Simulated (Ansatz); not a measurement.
Ag⁺ beside CH₄: relaxation of the pair.

The input file, in.yaml:

```yaml
crystal:
  periodic: [false, false, false]
  atoms:
    - {symbol: Ag, position_ang: [-0.188063, -0.484493, -1.990487]}
    - {symbol: C, position_ang: [0.036455, 0.093839, 0.377006]}
    - {symbol: H, position_ang: [0.887682, -0.424676, -0.153714]}
    - {symbol: H, position_ang: [-0.928482, 0.321225, -0.163565]}
    - {symbol: H, position_ang: [0.434680, 1.067696, 0.716294]}
    - {symbol: H, position_ang: [-0.242273, -0.573690, 1.214466]}
basis:
  gaussian: {orbitals: def2-TZVP}
total_charge: 1
hamiltonian: {xc: pbe0, dispersion: d4}
relax: {f_tol: 0.005, max_steps: 200}
```

Command:

```bash
ansatz run in.yaml --threads 2 --pin off --events-out ev --progress --plain --max-ram 5222MiB
```

Output of Ansatz 0.2.0:

```
Functional definition: PBE0
  name "PBE0"
  cite "Adamo & Barone, J. Chem. Phys. 110, 6158 (1999) doi:10.1063/1.478522"
  cite "Perdew, Burke & Ernzerhof, Phys. Rev. Lett. 77, 3865 (1996) doi:10.1103/PhysRevLett.77.3865"
  parent pbe
  parameter a = 0.25
  parameter kappa = 0.804
  parameter beta = 0.06672455060314922
  exchange = (1 - a)*pbe_x(kappa = kappa, mu = beta*pi^2/3) + a*exact_x
  correlation = pbe_c(beta = beta)
742 factors; their error is unknown
mean field evaluation 1: about -5081.8072 eV, gradient 8.3e1 eV
mean field evaluation 2: about -5075.0351 eV, gradient 1.1e2 eV
mean field evaluation 4: about -5093.4146 eV, gradient 4.3e0 eV
mean field evaluation 8: about -5093.4541 eV, gradient 2.7e-2 eV
mean field evaluation 16: about -5093.4749 eV, gradient 5.4e-5 eV
mean field -5093.47489935 eV, -187.1817500699 hartree, gradient 5.4e-5 eV, S^2 0.000000; 0 other end points of the search recorded, 0 dependent functions left out
the calculation of the forces begins
reference -5093.47492023 eV, -187.1817508372 hartree; 14, 14 occupied and 81, 81 virtual orbitals, 742 factors
relax step   1: F+E_penalty+E_count = -5093.52496670 eV  Δ(F+E_penalty+E_count) = +0.000e0 eV  max|allowed force component| = 5.197e-1 eV/Å  Δτ_max = 0.0000 Å  (25 SCF iters, accepted)
these checks for a lower state are left out or cut short: starts, cluster_reference, orbital_swaps, neighbouring_geometries, increment
742 factors; their error is unknown
mean field -5093.49494950 eV, -187.1824868991 hartree, gradient 2.7e-5 eV, S^2 0.000000; 0 other end points of the search recorded, 0 dependent functions left out
the calculation of the forces begins
reference -5093.49497028 eV, -187.1824876629 hartree; 14, 14 occupied and 81, 81 virtual orbitals, 742 factors
relax step   2: F+E_penalty+E_count = -5093.54495971 eV  Δ(F+E_penalty+E_count) = -1.999e-2 eV  max|allowed force component| = 1.616e-1 eV/Å  Δτ_max = 0.0161 Å  (28 SCF iters, accepted)
these checks for a lower state are left out or cut short: starts, cluster_reference, orbital_swaps, neighbouring_geometries, increment
742 factors; their error is unknown
mean field -5093.49721520 eV, -187.1825701622 hartree, gradient 2.5e-5 eV, S^2 0.000000; 0 other end points of the search recorded, 0 dependent functions left out
the calculation of the forces begins
reference -5093.49723594 eV, -187.1825709244 hartree; 14, 14 occupied and 81, 81 virtual orbitals, 742 factors
relax step   3: F+E_penalty+E_count = -5093.54720141 eV  Δ(F+E_penalty+E_count) = -2.242e-3 eV  max|allowed force component| = 7.169e-3 eV/Å  Δτ_max = 0.0111 Å  (29 SCF iters, accepted)
these checks for a lower state are left out or cut short: starts, cluster_reference, orbital_swaps, neighbouring_geometries, increment
742 factors; their error is unknown
mean field evaluation 32: about -5093.4972 eV, gradient 6.5e-2 eV
mean field -5093.49722874 eV, -187.1825706599 hartree, gradient 1.2e-5 eV, S^2 0.000000; 0 other end points of the search recorded, 0 dependent functions left out
the calculation of the forces begins
reference -5093.49724949 eV, -187.1825714222 hartree; 14, 14 occupied and 81, 81 virtual orbitals, 742 factors
relax step   4: F+E_penalty+E_count = -5093.54721089 eV  Δ(F+E_penalty+E_count) = -9.478e-6 eV  max|allowed force component| = 1.799e-3 eV/Å  Δτ_max = 0.0013 Å  (22 SCF iters, accepted)
742 factors; their error is unknown
mean field -5093.49722874 eV, -187.1825706599 hartree, gradient 1.2e-5 eV, S^2 0.000000; 1 other end points of the search recorded, 0 dependent functions left out
the calculation of the forces begins
reference -5093.49724949 eV, -187.1825714222 hartree; 14, 14 occupied and 81, 81 virtual orbitals, 742 factors
Total energy: -5093.54723163 eV, -187.1844082321 hartree
Atom 0 at    -0.190995    -0.491915    -2.017728 Å, force    -0.000052    -0.000102     0.000517 eV/Å
Atom 1 at     0.037048     0.095322     0.384761 Å, force    -0.000551    -0.001542     0.001645 eV/Å
Atom 2 at     0.868921    -0.413899    -0.146573 Å, force    -0.000694     0.000730    -0.001788 eV/Å
Atom 3 at    -0.907579     0.315763    -0.156265 Å, force     0.000980     0.000032    -0.001799 eV/Å
Atom 4 at     0.428272     1.052321     0.724026 Å, force     0.000344     0.000885     0.000532 eV/Å
Atom 5 at    -0.235668    -0.557692     1.211778 Å, force    -0.000027    -0.000003     0.000892 eV/Å
Dipole moment:     0.006320     0.016303     0.068566 e Å
```

The run took about 11 s on 2 CPU threads of an Arm Neoverse N1 (shared host).
